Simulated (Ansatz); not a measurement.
Consider the cleavage of the Si–B bond: `C[SiH2]B(F)F` + `C=N` → `C=N[SiH2]C` + `FBF`.

Computed with Ansatz on PBE0-D4/def2-TZVP structures; ΔE is electronic, products minus reactants. CBS: MP2 limit from def2 TZ/QZ plus the TZ coupled-cluster correction, frozen cores. This one scheme is used for every species. Functionals use def2-TZVPP. B3LYP here is the variant with VWN-RPA as its local correlation; programs differ in this. Each species was taken in one conformer, which may not be the lowest.

Is it downhill or uphill in electronic energy at CCSD(T)/CBS, and by how much? (Estimate.)

The calculation gave: Downhill: ΔE = -0.67 eV.

What do these levels give: PBE-D4, r2SCAN-D4, B3LYP, CCSD(T)/def2-TZVPP, HF/def2-QZVPP, MP2/CBS(def2)? (Best estimate.)

Ansatz gave: PBE-D4 -0.53, r2SCAN-D4 -0.65, B3LYP -0.66, CCSD(T)/def2-TZVPP -0.66, HF/def2-QZVPP -0.82, MP2/CBS(def2) -0.79 eV.

Largest T1 diagnostic among the species: 0.013.

From PBE to PBE0 (25 % exact exchange), in def2-TZVPP and without D4, ΔE moves by −0.06 eV.
